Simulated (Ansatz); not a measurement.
`[GaH2][AsH2]` + `C[SeH]` → `C[Se][GaH2]` + arsine at 500 K and 1 bar (cleavage of the Ga–As bond).

Calculated with Ansatz (gas phase, PBE0-D4/def2-TZVP geometries, no zero-point term in ΔE). CCSD(T)/CBS is the MP2 limit (def2-TZVPP, def2-QZVPP) plus CCSD(T) − MP2 in def2-TZVPP, frozen cores. For As, Ga, Se outer-core shells are correlated without core-valence functions, which leaves a few kJ/mol of doubt a bond. Scalar relativity is left out up to krypton.

| species | CCSD(T)/CBS energy (Eh) | H − E (kJ/mol) | S (J/(mol·K)) |
| --- | --- | --- | --- |
| `[GaH2][AsH2]` | -4161.33979 | 107.4 | 346.0 |
| `C[SeH]` | -2441.15625 | 142.1 | 299.3 |
| `C[Se][GaH2]` | -4365.72567 | 173.7 | 387.2 |
| `[AsH3]` | -2236.79077 | 76.6 | 245.1 |

H − E and S are ideal-gas, rigid-rotor, harmonic terms from PBE0-D4/def2-TZVP. 1 Eh = 2625.50 kJ/mol, R = 8.31446 J/(mol·K).

Q: By hand: ΔE, ΔH, ΔS and ΔG.

A: ΔE = (-4365.72567) + (-2236.79077) − (-4161.33979) − (-2441.15625) = -0.02040 Eh = -53.6 kJ/mol. Δ(H − E) = 173.7 + 76.6 − 107.4 − 142.1 = 0.8, so ΔH = -52.8 kJ/mol. ΔS = 387.2 + 245.1 − 346.0 − 299.3 = -13.0 J/(mol·K). ΔG = -52.8 − 500 × (-13.0)/1000 = -46.3 kJ/mol.

Q: By hand: the equilibrium constant, and the temperature at which ΔG would vanish if ΔH and ΔS stayed fixed.

A: log₁₀ K = −ΔG/(RT ln 10) = 4.8. ΔG = 0 at ΔH/ΔS = 4062 K, far beyond where these terms or the molecules hold.

The number of gas molecules stays the same, so ΔS is small and ΔH decides. A doubt of 5 kJ/mol in ΔE shifts log₁₀ K by 0.5 here. These are equilibria of isolated gas molecules and say nothing of rates. Largest T1 diagnostic: 0.012 (customary marks: 0.02 for closed shells, 0.045 for open ones).
